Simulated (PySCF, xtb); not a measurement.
C2H5Zn, SMILES C[CH2][Zn+], charge +1.

Harmonic wavenumbers (cm⁻¹) from xtb 6.7.1 with GFN2-xTB at its own minimum, in rising order: 208, 255, 369, 681, 879, 895, 1052, 1112, 1166, 1328, 1356, 1364, 1431, 2888, 2922, 2944, 3007, 3021.

What does PBE0-D3(BJ)/def2-SVP (PySCF 2.14.0) give at its own minimum? (The exact figures need the calculation; the answer reports its results.)

221, 258, 427, 681, 913, 925, 1065, 1134, 1220, 1370, 1427, 1431, 1467, 3029, 3099, 3138, 3184, 3199. Paired by order, the mean absolute difference is 73 cm⁻¹ and the zero-point energies are 38.4 and 40.3 kcal/mol.
